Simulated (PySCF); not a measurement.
BrH7Si3.
Bonds: Si1–Si2, Si2–Si3, Si3–Br4. Hydrogens: H5, H6, H7 on Si1; H8, H9 on Si2; H10, H11 on Si3.

Computed by this run: PBE0-D3(BJ)/def2-SVP geometry optimisation, gas phase (PySCF 2.14.0); density fitting, grid level 1; the optimiser is geomeTRIC in internal coordinates, started from a GFN2-xTB structure with every atom displaced at random (about 0.01 Å).

Step 6: E = -93760.3441 eV
```
atom  x, y, z in Å  |  force x, y, z in eV/Å
Si1    -1.9172   -0.0616    0.5117   -0.011  -0.015  -0.019
Si2    -0.0407   -0.6231   -0.7795   -0.013   0.004  -0.007
Si3     1.7765    0.5989    0.0619   -0.014   0.011  -0.005
Br4     3.6790   -0.5368   -0.2188    0.011  -0.013   0.001
H5     -2.0960    1.4230    0.5155   -0.001   0.007  -0.004
H6     -1.6882   -0.5209    1.9160   -0.002   0.006  -0.004
H7     -3.1562   -0.7031   -0.0233   -0.009   0.004   0.004
H8      0.2422   -2.0870   -0.6702    0.008   0.000   0.011
H9     -0.2561   -0.2681   -2.2172    0.011  -0.009   0.002
H10     1.6125    0.8495    1.5246    0.009   0.002   0.004
H11     1.9022    1.9104   -0.6406    0.010   0.002   0.016
```

Step 7: E = -93760.3454 eV
```
atom  x, y, z in Å  |  force x, y, z in eV/Å
Si1    -1.9147   -0.0563    0.5027   -0.015  -0.008  -0.010
Si2    -0.0394   -0.6268   -0.7870   -0.016   0.015   0.024
Si3     1.7682    0.6006    0.0705   -0.014  -0.035  -0.048
Br4     3.6696   -0.5295   -0.2479    0.013   0.003   0.013
H5     -2.0936    1.4285    0.4966    0.000   0.005  -0.009
H6     -1.6687   -0.4996    1.9096   -0.005   0.003  -0.006
H7     -3.1623   -0.7012   -0.0076   -0.001   0.000  -0.004
H8      0.2477   -2.0882   -0.6569    0.007   0.000   0.008
H9     -0.2437   -0.2898   -2.2301    0.012   0.001   0.002
H10     1.6106    0.8186    1.5384    0.008   0.008   0.012
H11     1.8843    1.9248   -0.6086    0.012   0.007   0.019
```

Step 8: E = -93760.3466 eV
```
atom  x, y, z in Å  |  force x, y, z in eV/Å
Si1    -1.9184   -0.0515    0.4923   -0.011   0.007   0.005
Si2    -0.0392   -0.6281   -0.7897   -0.014   0.021   0.048
Si3     1.7635    0.6012    0.0782   -0.002  -0.064  -0.067
Br4     3.6624   -0.5218   -0.2887    0.007   0.017   0.021
H5     -2.1010    1.4331    0.4728    0.000   0.001  -0.013
H6     -1.6574   -0.4756    1.9028   -0.009   0.001  -0.007
H7     -3.1714   -0.7037    0.0054    0.008  -0.005  -0.016
H8      0.2551   -2.0859   -0.6361    0.002  -0.002   0.002
H9     -0.2293   -0.3110   -2.2387    0.010   0.009  -0.001
H10     1.6220    0.7836    1.5523    0.002   0.008   0.014
H11     1.8718    1.9409   -0.5706    0.008   0.008   0.014
```

Step 9: E = -93760.3482 eV
```
atom  x, y, z in Å  |  force x, y, z in eV/Å
Si1    -1.9317   -0.0436    0.4755    0.002   0.034   0.029
Si2    -0.0397   -0.6272   -0.7847   -0.001   0.020   0.071
Si3     1.7628    0.5994    0.0888    0.022  -0.080  -0.070
Br4     3.6551   -0.5055   -0.3705   -0.006   0.030   0.028
H5     -2.1260    1.4394    0.4290   -0.002  -0.007  -0.018
H6     -1.6560   -0.4342    1.8932   -0.017  -0.002  -0.006
H7     -3.1855   -0.7139    0.0168    0.020  -0.014  -0.033
H8      0.2665   -2.0783   -0.5931   -0.010  -0.006  -0.009
H9     -0.2043   -0.3424   -2.2427    0.004   0.016  -0.006
H10     1.6599    0.7222    1.5722   -0.008   0.003   0.012
H11     1.8569    1.9653   -0.5045   -0.003   0.005   0.000
```

**Question.** Estimate the geometry and energy of step 10. (The exact step hangs on the optimiser's Hessian estimate; all steps are aligned on step 9, rigid shifts and turns removed.)

**Answer.** E = -93760.3499 eV, largest force 0.097 eV/Å
```
atom  x, y, z in Å  |  force x, y, z in eV/Å
Si1    -1.9564   -0.0315    0.4546    0.017   0.067   0.053
Si2    -0.0404   -0.6232   -0.7646    0.026  -0.001   0.080
Si3     1.7716    0.5929    0.1017    0.051  -0.066  -0.050
Br4     3.6488   -0.4737   -0.4998   -0.021   0.034   0.033
H5     -2.1739    1.4464    0.3642   -0.005  -0.013  -0.019
H6     -1.6786   -0.3752    1.8842   -0.024  -0.001  -0.003
H7     -3.1988   -0.7352    0.0157    0.029  -0.021  -0.047
H8      0.2779   -2.0651   -0.5252   -0.028  -0.011  -0.022
H9     -0.1696   -0.3798   -2.2329   -0.008   0.021  -0.011
H10     1.7355    0.6332    1.5932   -0.019  -0.007   0.005
H11     1.8419    1.9923   -0.4111   -0.018  -0.002  -0.019
```

The energy changes by -0.0016 eV. The first-order estimate −F·Δx gives +0.0016 eV and the mean of the old and new forces, exact on a quadratic surface, +0.0035 eV. The step makes an angle of 92° with the force vector and moves no atom by more than 0.133 Å.

The cost below is that of the whole optimisation. Time: 2.1 min wall; peak memory 0.52 GiB. Hardware: one thread, Intel Xeon Platinum 8488C (x86_64), shared host with 96 logical CPUs at a one-minute load of 59.
